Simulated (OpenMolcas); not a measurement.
Yb4+: effect of the level shift or regulariser

* Program: OpenMolcas
* Basis: ANO-RCC-VTZP [8s7p5d3f2g1h]
* Scalar Hamiltonian: DKH2, point nucleus
* Active space: 12 electrons in 7 orbitals (4f)
* State averaging: 2S+1 = 3 even, 21 roots; 2S+1 = 1 even, 28 roots (27 in the spin-orbit step)
* Spin-orbit coupling: RASSI with atomic mean-field integrals over the reference wave functions, term energies averaged over their components

Methods on the same reference wave functions:
A. CASSCF
B. SS-CASPT2, IPEA 0.25 Eh, imaginary shift 0.1 Eh (closed shells correlated: 5s 5p)
C. SS-CASPT2, IPEA 0.25 Eh, real shift 0.2 Eh (closed shells correlated: 5s 5p)

Energies in cm⁻¹ above 4f¹² ³H₆, the measured ground level; measured values from the list in Tchang-Brillet, Wyart, Meftah and Ait Mammar, Atoms 6, 52 (2018).

| Level | A | B | C | Measured |
| --- | --- | --- | --- | --- |
| 4f¹² ³H₆ | 0.0 | 0.0 | 0.0 | 0.0 |
| 4f¹² ³F₄ [55 %] | 7311 | 6470 | 6480 |  |
| 4f¹² ³H₅ | 9630 | 9650 | 9650 | 9580 |
| 4f¹² ³H₄ [57 %] | 15132 | 14700 | 14700 | 14405 |
| 4f¹² ³F₃ | 18241 | 16900 | 16900 | 16372 |
| 4f¹² ³F₂ | 19563 | 17870 | 17870 | 16877 |
| 4f¹² ¹G₄ [56 %] | 24937 | 24690 | 24690 | 24193 |
| 4f¹² ¹I₆ | 45231 | 42640 | 42640 | 39038 |
| 4f¹² ³P₁ | 49817 | 45280 | 45290 |  |
| 4f¹² ³P₂ [65 %] | 50891 | 46850 | 46860 | 43120 |
| 4f¹² ³P₀ | 51368 | 46840 | 46840 |  |

Deviations, from unrounded energies. A percentage is the sum of absolute deviations over the sum of measured energies, with the sign that they share, or ± where signs differ.

| Against measurement | Levels | A | B | C |
| --- | --- | --- | --- | --- |
| mean absolute deviation (cm-1) | 7 | 2900 | 1400 | 1400 |
| fine structure of the ground term (%) | 2 | +3.2 | +1.5 | +1.5 |
| other terms of the ground configuration (%) | 5 | +13.8 | +6.7 | +6.7 |

B, C lie about equally close to measurement and A furthest from it. The largest miss of B in the table is 4f¹² ³P₂ [65 %], by +3700 cm-1. The ranking rests on the paired levels alone, and a cruder setting can come out closer through cancelling errors.

Between B and C the level of the table that moves most is 4f¹² ³P₂ [65 %], by 8.3 cm-1 (lowest in B, highest in C). Moves below CASPT2's spread within the term are not significant.

The two smallest mean deviations differ by little beside CASPT2's spread within terms, so their order carries little weight.

From A to B the spin-free energies of the other terms of 4f¹² shown, above ³H, scale by factors of 0.84 to 0.98.

The lowest spin-free term lies below A's lowest term by 0.834 hartree in B, 0.833 hartree in C.

CASPT2 does not keep the components of a term degenerate, so their means are used; among the terms shown or strongly mixed into the levels shown the widest spread is 1100 cm-1 (4f¹² ¹I, B). Some high roots are left out of the spin-orbit mixing, which shifts the levels that they would mix with. Without dynamic correlation excited terms often stand tens of per cent too high (terms of higher spin than the ground term too low), and those without a measured partner can miss by more than the paired ones (holds for A). Measured partners are found by configuration, term and J. A level has none where our copy of the source lacks it or the pairing is in doubt (some pairs that miss far off the trend of their configuration count as doubtful), and it then counts in no deviation. Only configurations of the active space appear. Levels that lie high or do not pair safely by name in every column are left out.

A share in square brackets marks a mixed level and gives the weight of the term that names it, the lowest over the columns.
